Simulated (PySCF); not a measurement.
Isomers of C8H16Si side by side.

PySCF, wB97X-D/def2-SVPD, density fitting, gas phase; each molecule at its own PBE0-D3(BJ)/def2-SVP geometry, one conformer. Singlet excitations by full TDDFT with frozen cores, triplets by Tamm–Dancoff TDDFT and ionisation energies by ΔSCF, from the lowest of the holes tried. 

Torsions of the conformers computed, which needn't be the lowest (atom-mapped SMILES):
- `[CH3:1][C:2]#[C:3][SiH2:4][CH2:5][C:6]([CH3:7])([CH3:8])[CH3:9]`: C3–Si4–C5–C6 180°, Si4–C5–C6–C7 -60°
- `[CH3:1][CH2:2][C@@H:3]1[CH2:4][C@H:5]([CH:6]2[CH2:7][CH2:8]2)[SiH2:9]1`: C1–C2–C3–C4 -64°, C4–C5–C6–C7 157°
- `[CH2:1]=[CH:2][C@@H:3]1[CH2:4][CH2:5][Si@H:6]1[CH2:7][CH2:8][CH3:9]`: C1–C2–C3–C4 -135°, C5–Si6–C7–C8 -72°, Si6–C7–C8–C9 180°
- `[CH2:1]=[CH:2][C@H:3]1[CH2:4][Si@@H:5]([CH2:6][CH2:7][CH3:8])[CH2:9]1`: C1–C2–C3–C4 122°, C4–Si5–C6–C7 165°, Si5–C6–C7–C8 180°
- `[CH2:1]=[CH:2][C@@H:3]1[CH2:4][CH2:5][Si@@H:6]1[CH2:7][CH2:8][CH3:9]`: C1–C2–C3–C4 -136°, C5–Si6–C7–C8 76°, Si6–C7–C8–C9 180°
- `[CH2:1]=[CH:2][C@H:3]1[CH2:4][Si@H:5]([CH2:6][CH2:7][CH3:8])[CH2:9]1`: C1–C2–C3–C4 125°, C4–Si5–C6–C7 72°, Si5–C6–C7–C8 -179°

The conformers of `C1CCC(C2C[SiH2]C2)C1`, `C=C(C)[C@@]1(C)CCC[SiH2]1`, `C=C1CCC[C@@H](C[SiH3])C1`, `C[C@]12CC[C@](C[SiH3])(C1)C2` and `C=C(C)[SiH]1CCCCC1` aren't listed.

Reference: `C1CCC(C2C[SiH2]C2)C1`, with HOMO energy -9.48 eV, LUMO energy 2.14 eV, lowest singlet excitation 7.21 eV, lowest triplet excitation 6.90 eV, mean polarisability 116.8 au and vertical ionisation energy 9.48 eV.

Changes against it:

```csv
molecule,Δ electronic energy (kcal/mol),Δ HOMO energy (eV),Δ LUMO energy (eV),Δ lowest singlet excitation (eV),Δ lowest triplet excitation (eV),Δ mean polarisability (au),Δ vertical ionisation energy (eV)
C=C[C@@H]1CC[Si@H]1CCC,+11.6,+1.06,-0.06,-0.68,-2.62,+7.9,-1.01
C=C[C@H]1C[Si@@H](CCC)C1,+11.5,+0.46,-0.26,-0.24,-2.45,+8.1,-0.34
C=C1CCC[C@@H](C[SiH3])C1,+0.4,+0.59,-0.17,-0.20,-2.48,+5.0,-0.50
C=C[C@@H]1CC[Si@@H]1CCC,+12.1,+1.03,-0.19,-0.78,-2.64,+7.0,-0.98
C=C[C@H]1C[Si@H](CCC)C1,+12.7,+0.36,-0.09,-0.07,-2.40,+6.7,-0.21
C[C@]12CC[C@](C[SiH3])(C1)C2,+8.4,-0.23,-0.05,+0.69,+0.74,+0.2,+0.22
C=C(C)[SiH]1CCCCC1,-9.0,+0.51,-0.37,-0.56,-2.61,+2.9,-0.47
```

Rows whose labels were lost:

```json
{"row": "P", "Δ electronic energy (kcal/mol)": "+3.3", "Δ HOMO energy (eV)": "+0.90", "Δ LUMO energy (eV)": "-0.08", "Δ lowest singlet excitation (eV)": "-0.51", "Δ lowest triplet excitation (eV)": "-2.51", "Δ mean polarisability (au)": "+2.7", "Δ vertical ionisation energy (eV)": "-0.91"}
{"row": "Q", "Δ electronic energy (kcal/mol)": "+20.0", "Δ HOMO energy (eV)": "+0.18", "Δ LUMO energy (eV)": "-0.16", "Δ lowest singlet excitation (eV)": "-1.24", "Δ lowest triplet excitation (eV)": "-1.90", "Δ mean polarisability (au)": "+9.1", "Δ vertical ionisation energy (eV)": "-0.06"}
{"row": "R", "Δ electronic energy (kcal/mol)": "+22.6", "Δ HOMO energy (eV)": "+0.50", "Δ LUMO energy (eV)": "-0.11", "Δ lowest singlet excitation (eV)": "-0.43", "Δ lowest triplet excitation (eV)": "-0.51", "Δ mean polarisability (au)": "+2.7", "Δ vertical ionisation energy (eV)": "-0.49"}
```

Task: Which row belongs to which of `CC#C[SiH2]CC(C)(C)C`, `CC[C@@H]1C[C@H](C2CC2)[SiH2]1` and `C=C(C)[C@@]1(C)CCC[SiH2]1`?

Result: P = `C=C(C)[C@@]1(C)CCC[SiH2]1`, Q = `CC#C[SiH2]CC(C)(C)C` and R = `CC[C@@H]1C[C@H](C2CC2)[SiH2]1`. P and Q are told apart most clearly by the electronic energy (+3.3 against +20.0 kcal/mol); P and R are told apart most clearly by the lowest triplet excitation (-2.51 against -0.51 eV); Q and R are told apart most clearly by the lowest triplet excitation (-1.90 against -0.51 eV).

Task: Which row has the smallest HOMO–LUMO gap and which the largest, and does the HOMO or the LUMO shift more there?

Result: Smallest, counted from the reference: `C=C[C@@H]1CC[Si@@H]1CCC`, -1.22 eV (HOMO +1.03, LUMO -0.19), the larger shift being that of the HOMO. Largest: `C[C@]12CC[C@](C[SiH3])(C1)C2`, +0.18 eV (HOMO -0.23, LUMO -0.05), the larger shift being that of the HOMO.

Task: Fit a straight line for the change of the HOMO energy against that of the lowest singlet excitation over the labelled rows, and test it on P, Q and R.

Result: Over the 7 labelled rows the slope is -0.83 eV/eV, the intercept +0.32 eV, r = -0.94 and the standard error 0.16 eV. P: predicted +0.75, computed +0.90 eV; Q: predicted +1.35, computed +0.18 eV; R: predicted +0.68, computed +0.50 eV. The mean miss is 0.5 eV, against 0.25 eV for guessing the labelled rows' mean: the line is of no use for them.

The pairwise dispersion term of wB97X-D wasn't added to the energies; at a given geometry it leaves orbitals and properties as they are.
